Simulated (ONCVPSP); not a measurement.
**Building the ONCV potential for V (Z = 23) (PBE, scalar-relativistic).**

V, optimised norm-conserving Vanderbilt (ONCV), made with ONCVPSP 4.0.1 (PBE, scalar-relativistic). Core [Ne], reference 3s2 3p6 3d3 4s1 4p1. Waves: 3s+4s: rc 1.50 bohr, ncon 4, nbas 9, qcut 9 1/bohr, 2 projectors; 3p+4p: rc 1.40 bohr, ncon 5, nbas 8, qcut 12.4 1/bohr, 2 projectors; 3d: rc 1.25 bohr, ncon 5, nbas 10, qcut 10.2 1/bohr, 3 projectors, debl 3.4 Ha. Local part: polynomial inside 1.10 bohr (lpopt 3, dvloc0 0 Ha). Core correction: none.

All-electron outer shells of the reference configuration (PBE, scalar-relativistic, ld1.x):

```json
{"shell": "2s", "level (eV)": "-604.01", "outermost node (bohr)": "0.09", "outermost maximum (bohr)": "0.26"}
{"shell": "2p", "level (eV)": "-504.53", "outermost node (bohr)": "–", "outermost maximum (bohr)": "0.21"}
{"shell": "3s", "level (eV)": "-71.66", "outermost node (bohr)": "0.38", "outermost maximum (bohr)": "0.82"}
{"shell": "3p", "level (eV)": "-45.46", "outermost node (bohr)": "0.35", "outermost maximum (bohr)": "0.84"}
{"shell": "3d", "level (eV)": "-6.50", "outermost node (bohr)": "–", "outermost maximum (bohr)": "0.90"}
{"shell": "4s", "level (eV)": "-5.53", "outermost node (bohr)": "1.17", "outermost maximum (bohr)": "2.72"}
{"shell": "4p", "level (eV)": "-2.10", "outermost node (bohr)": "1.30", "outermost maximum (bohr)": "3.54"}
```

(1) Estimate the cutoffs (Ha) at which the residual kinetic energy of the hardest occupied pseudo-wave falls to 1 and 0.1 mHa per electron.

(2) What does a ghost test show?

(3) Which valence shell sets the plane-wave cutoff?

(4) Tests: 3s2 3p6 3d3 4s2 4p0; 3s2 3p6 3d3 4s1 4p0; 3s2 3p6 3d3 4s0 4p0; 3s2 3p6 3d3.5 4s1.5 4p0. Which has the largest error in its energy relative to the reference configuration, and how large is it?

Results:

(1) 49 Ha and 145 Ha.

(2) No bound ghost flagged; no localised positive-energy state flagged.

(3) 3d: 49 Ha for 1 mHa per electron, against 40 Ha for 3p.

(4) 3s2 3p6 3d3 4s2 4p0, with +0.6 meV (all-electron minus pseudo) on -3.35 eV.
